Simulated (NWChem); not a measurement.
System: C4H3N; SMILES C=C=CC#N

Here is an NWChem input.

```
start job
memory heap 200 mb stack 900 mb global 1100 mb
geometry units angstroms noautosym nocenter noautoz
  C      0.459149    -2.216326     0.000000
  C     -0.137370    -1.059224     0.000000
  C     -0.752248     0.106993     0.000000
  C     -0.054112     1.352900     0.000000
  N      0.487780     2.378126     0.000000
  H      0.720017    -2.717244     0.938625
  H      0.720017    -2.717244    -0.938625
  H     -1.848673     0.150723     0.000000
end
basis spherical
  C library def2-svp
  N library def2-svp
  H library def2-svp
end
dft
  xc xpbe96 cpbe96
  iterations 150
end
cosmo
  dielec 78.4
end
task dft energy
```

Excerpt of the output:

```
             Northwest Computational Chemistry Package (NWChem) 7.3.0
             --------------------------------------------------------

                             Geometry "geometry" -> ""
                             -------------------------

 Output coordinates in angstroms (scale by  1.889725989 to convert to a.u.)

  No.       Tag          Charge          X              Y              Z
 ---- ---------------- ---------- -------------- -------------- --------------
    1 C                    6.0000     0.45914900    -2.21632600     0.00000000
    2 C                    6.0000    -0.13737000    -1.05922400     0.00000000
    3 C                    6.0000    -0.75224800     0.10699300     0.00000000
    4 C                    6.0000    -0.05411200     1.35290000     0.00000000
    5 N                    7.0000     0.48778000     2.37812600     0.00000000
    6 H                    1.0000     0.72001700    -2.71724400     0.93862500
    7 H                    1.0000     0.72001700    -2.71724400    -0.93862500
    8 H                    1.0000    -1.84867300     0.15072300     0.00000000

 Effective nuclear repulsion energy (a.u.)     124.0306477419

  pbe96 is a nonlocal functional; adding pw91lda local functional.

                                 NWChem DFT Module
                                 -----------------

 Summary of "ao basis" -> "ao basis" (spherical)
 ------------------------------------------------------------------------------
       Tag                 Description            Shells   Functions and Types
 ---------------- ------------------------------  ------  ---------------------
 C                          def2-svp                 6       14   3s2p1d
 N                          def2-svp                 6       14   3s2p1d
 H                          def2-svp                 3        5   2s1p

 in cosmo_initialize ...

 solvent parameters
 solvname_short: unkn
 solvname_long:  unknown
 dielec:       78.4000

          ---------------
          -cosmo- solvent
          ---------------
 Cosmo: York-Karplus, doi: 10.1021/jp992097l
 dielectric constant -eps-     =  78.40
 screen = (eps-1)/(eps    )    =   0.98724
 surface charge correction     = lagrangian

   van der Waals surface
 --------------------------

[...]

                                   COSMO solvation results
                                   -----------------------

                 gas phase energy =      -208.480992710702
                 sol phase energy =      -208.490334883785
 (electrostatic) solvation energy =         0.009342173083 (    5.86 kcal/mol)

                       DFT Final Molecular Orbital Analysis
                       ------------------------------------

 Vector   15  Occ=2.000000D+00  E=-3.117161D-01
              MO Center=  1.4D-01,  1.8D+00,  1.1D-10, r^2= 1.6D+00
   Bfn.  Coefficient  Atom+Function         Bfn.  Coefficient  Atom+Function
  ----- ------------  ---------------      ----- ------------  ---------------
    60      0.397784  5 N  px                46     -0.355274  4 C  px
    63     -0.232505  5 N  px                61     -0.218650  5 N  py
    49     -0.193009  4 C  px                47      0.178827  4 C  py
    81     -0.134950  8 H  s                 64      0.128572  5 N  py
    50      0.115108  4 C  py                32      0.110975  3 C  px

 Vector   16  Occ=2.000000D+00  E=-2.659121D-01
              MO Center=  8.4D-02, -1.5D+00,  6.1D-10, r^2= 2.1D+00
   Bfn.  Coefficient  Atom+Function         Bfn.  Coefficient  Atom+Function
  ----- ------------  ---------------      ----- ------------  ---------------
     4      0.376946  1 C  px                18      0.360306  2 C  px
     7      0.235297  1 C  px                 5      0.198480  1 C  py
    21      0.190005  2 C  px                19      0.175607  2 C  py
    81      0.147616  8 H  s                 22      0.146575  2 C  py
     8      0.133254  1 C  py                47      0.109957  4 C  py

 Vector   17  Occ=2.000000D+00  E=-2.540859D-01
              MO Center= -1.3D-01,  1.3D-01, -9.3D-10, r^2= 3.6D+00
   Bfn.  Coefficient  Atom+Function         Bfn.  Coefficient  Atom+Function
  ----- ------------  ---------------      ----- ------------  ---------------
    34      0.373553  3 C  pz                20      0.329515  2 C  pz
    62      0.314778  5 N  pz                37      0.259471  3 C  pz
    65     -0.210546  5 N  pz                23      0.192047  2 C  pz
    71     -0.139049  6 H  s                 76      0.139049  7 H  s
    48     -0.130538  4 C  pz                 6     -0.114947  1 C  pz

 Vector   18  Occ=0.000000D+00  E=-7.975994D-02
              MO Center= -4.8D-02, -1.3D-01,  1.7D-09, r^2= 4.0D+00
   Bfn.  Coefficient  Atom+Function         Bfn.  Coefficient  Atom+Function
  ----- ------------  ---------------      ----- ------------  ---------------
    23      0.473630  2 C  pz                20      0.464534  2 C  pz
    37     -0.345695  3 C  pz                62     -0.294874  5 N  pz
    65      0.295828  5 N  pz                34     -0.281350  3 C  pz
    72     -0.229549  6 H  s                 77      0.229549  7 H  s
    48     -0.221519  4 C  pz                51     -0.187917  4 C  pz

 Vector   19  Occ=0.000000D+00  E=-5.014902D-02
              MO Center= -4.5D-02, -9.6D-01, -3.2D-10, r^2= 3.8D+00
   Bfn.  Coefficient  Atom+Function         Bfn.  Coefficient  Atom+Function
  ----- ------------  ---------------      ----- ------------  ---------------
     7      0.478757  1 C  px                82     -0.390243  8 H  s
    21     -0.387468  2 C  px                18     -0.384711  2 C  px
     4      0.362573  1 C  px                22     -0.261188  2 C  py
    49     -0.211239  4 C  px                81     -0.211566  8 H  s
     8      0.207576  1 C  py                45      0.194626  4 C  s

[...]
```

Level: PBE/def2-SVP, COSMO on the gas-phase geometry. The geometry was optimised at PBE0/def2-SVP. COSMO prints the solvation energy as gas minus solution, so a positive value is a stabilisation.
